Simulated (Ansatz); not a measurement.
## Reading a saddle point

A first-order saddle point of C2H8Zn, closed shell, PBE0-D4/def2-TZVP, with one imaginary mode of 1496i cm⁻¹:

Zn1  (-0.226, -0.074, -0.445)
C2  (0.755, 1.403, 0.819)
C3  (-0.715, -1.946, -0.409)
H4  (0.144, 1.514, -0.571)
H5  (-0.343, 1.335, -1.528)
H6  (1.729, 0.934, 0.981)
H7  (0.935, 2.470, 0.653)
H8  (0.156, 1.317, 1.730)
H9  (-0.529, -2.384, 0.573)
H10  (-1.772, -2.068, -0.653)
H11  (-0.134, -2.499, -1.151)
(Å)

Ansatz 0.2.0; basis: def2-TZVPP and def2-QZVPP; cores frozen in the correlated methods. The 3s and 3p shells of Cu and Zn are frozen; filled d shells are correlated. Extrapolation: Hartree–Fock as exp(−7.88 √X), correlation as X^−2.97.

Q: Which contacts change along the imaginary mode, and what lies on either side? (A judgement: the text doesn't fix the answer.)

A: The calculation gives: The step is C₂H₆Zn ([CH3][Zn][CH3]) + H₂ → CH₄Zn ([CH3][ZnH]) + CH₄, with the molecules in contact on both sides. Shortening one way: Zn1–H5, C2–H4; lengthening the same way: Zn1–C2, H4–H5.
```json
{"pair": "Zn1–H5", "one side (Å)": "3.12", "saddle (Å)": "1.78", "other side (Å)": "1.55"}
{"pair": "C2–H4", "one side (Å)": "3.74", "saddle (Å)": "1.52", "other side (Å)": "1.09"}
{"pair": "Zn1–C2", "one side (Å)": "1.94", "saddle (Å)": "2.18", "other side (Å)": "3.44"}
{"pair": "H4–H5", "one side (Å)": "0.75", "saddle (Å)": "1.09", "other side (Å)": "3.03"}
```

Q: Which side is lower, and how far does the saddle lie above each? (To be estimated.)

A: By the calculation: The side with Zn1–H5, C2–H4 short is lower by 39.2 kJ/mol; the saddle lies 217.1 kJ/mol above it and 177.9 kJ/mol above the other (CCSD(T) at an estimated basis limit (MP2 extrapolated from triple and quadruple zeta, plus CCSD(T) − MP2 in triple zeta); electronic energies).

The T1 diagnostic stays at or below 0.014.

Labels in which every atom is bracketed show which atoms are joined, not bond orders.

For scale, one of the runs: CCSD(T)/def2-TZVPP, 238 basis functions, launched by `ansatz run in.yaml --threads 8 --pin off --events-out ev --progress --plain --max-ram 19148MiB`. Hardware: 8 CPU threads of an Arm Neoverse V2, shared host. Wall time 44 s; peak host memory 4.4 GiB.
